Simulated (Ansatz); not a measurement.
Mulliken charges of `[BH2][Ga]([BH2])[F]` from ωB97M-V/def2-TZVPP in Ansatz (PBE0-D4/def2-TZVP geometry).

```csv
atom,x (Å),y (Å),z (Å),charge (e)
B1,-0.822,1.747,0.340,-0.144
Ga2,-0.260,-0.146,-0.332,0.303
B3,1.202,-1.578,0.074,-0.144
F4,-1.345,-0.703,-1.632,-0.405
H5,-0.378,2.746,-0.147,0.098
H6,-1.597,1.891,1.241,0.098
H7,2.257,-1.580,-0.493,0.098
H8,1.034,-2.434,0.893,0.098
```

**Question.** By hand: the dipole of these point charges (1 e Å = 4.8032 D).

**Answer.** Σ q r = (0.540, 0.277, 0.647) e Å, of length 0.887 e Å = 4.26 D.

**Question.** How does the dipole of the full density compare? (Best estimate.)

**Answer.** Ansatz gave: (0.335, 0.172, 0.402) e Å, 2.65 D; the point charges give 1.61 times that, at 0° from its direction.

Point charges leave out the atoms' own dipoles, such as those of lone pairs, and Mulliken's split depends on the basis, so the two needn't agree.
